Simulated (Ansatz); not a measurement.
Input for Ansatz (an electronic-structure program): U-CCSD(T)/cc-pVTZ on CH3N (SMILES C=N), 2S+1 = 1, a spin state set in the input, which need not be the lowest, at the other state's geometry.

Ansatz 0.2 input:
```yaml
crystal:
  periodic: [false, false, false]
  atoms:
    - {symbol: C, position_ang: [-0.60122380, 0.11814468, -0.21424507]}
    - {symbol: N, position_ang: [0.64856295, -0.13392264, 0.27948061]}
    - {symbol: H, position_ang: [-1.29826555, -0.71824146, -0.24357186]}
    - {symbol: H, position_ang: [-1.02814893, 1.09708749, -0.00052811]}
    - {symbol: H, position_ang: [1.39381662, -0.15025566, -0.42679388]}
basis:
  gaussian:
    orbitals: cc-pVTZ
correlation: {method: ccsd_t, electrons: outside_noble_gas}
scf: {omitted_lower_state_checks: [cluster_reference]}
magnetization: {spin_polarized: true, initial_magnetization: 0}
```

It printed:

```
WARN ansatz: RAYON_NUM_THREADS=2 ignored (pool sized by the plan → 2); use --threads N
Functional definition: HF
these checks for a lower state are left out or cut short: cluster_reference
integrals: 0.18 GiB planned
586 factors; integrals over basis functions are off by at most 9.0e-4 eV
mean field: 0.19 GiB planned
mean field evaluation 1: about -2554.5562 eV, gradient 2.3e1 eV
mean field evaluation 2: about -2554.5579 eV, gradient 2.3e1 eV
mean field evaluation 4: about -2556.7961 eV, gradient 2.1e0 eV
mean field evaluation 8: about -2556.8302 eV, gradient 1.3e-3 eV
mean field evaluation 16: about -2556.8259 eV, gradient 1.2e0 eV
mean field evaluation 32: about -2557.8712 eV, gradient 8.0e-5 eV
mean field evaluation 64: about -2557.0723 eV, gradient 2.8e-6 eV
mean field evaluation 96: about -2556.9921 eV, gradient 1.9e0 eV
mean field -2557.87121869 eV, -94.0000334994 hartree, gradient 1.2e-6 eV, S^2 1.028555; 11 other end points of the search recorded, 0 dependent functions left out
2 core orbitals not correlated
reference -2557.87121869 eV, -94.0000334994 hartree; 6, 6 occupied and 94, 94 virtual orbitals, 586 factors
second order -8.63716459 eV of doubles, -0.00000000 eV of singles
coupled cluster: 0.51 GiB planned
cycle   1  -9.13988374 eV  change   -5.0e-1 eV  update   6.4e-2
cycle   2  -9.39958227 eV  change   -2.6e-1 eV  update   2.4e-2
cycle   3  -9.45754081 eV  change   -5.8e-2 eV  update   1.5e-2
cycle   4  -9.45678922 eV  change    7.5e-4 eV  update   7.2e-3
cycle   5  -9.45996698 eV  change   -3.2e-3 eV  update   2.8e-3
cycle   6  -9.45990483 eV  change    6.2e-5 eV  update   9.9e-4
cycle   7  -9.45998729 eV  change   -8.2e-5 eV  update   4.7e-4
cycle   8  -9.46001151 eV  change   -2.4e-5 eV  update   3.0e-4
cycle   9  -9.45994431 eV  change    6.7e-5 eV  update   2.2e-4
cycle  10  -9.46005969 eV  change   -1.2e-4 eV  update   1.2e-4
cycle  11  -9.46004550 eV  change    1.4e-5 eV  update   5.7e-5
cycle  12  -9.46003090 eV  change    1.5e-5 eV  update   2.0e-5
cycle  13  -9.46001834 eV  change    1.3e-5 eV  update   8.0e-6
coupled cluster: 0.52 GiB planned
perturbative correction -0.33306549 eV, -0.0122399311 hartree
WARN: the results are in doubt because among natural orbitals full CI differs from the method by +0.130 eV
Total energy: -2567.66430252 eV, -94.3599226921 hartree
In doubt: among natural orbitals full CI differs from the method by +0.130 eV
Checks for a lower state left out: cluster_reference
```

The run converged. Its determinant has ⟨S²⟩ = 1.03, a mixture of spin states.

Warnings raised: large difference.

Cost: very roughly 15 core-seconds.
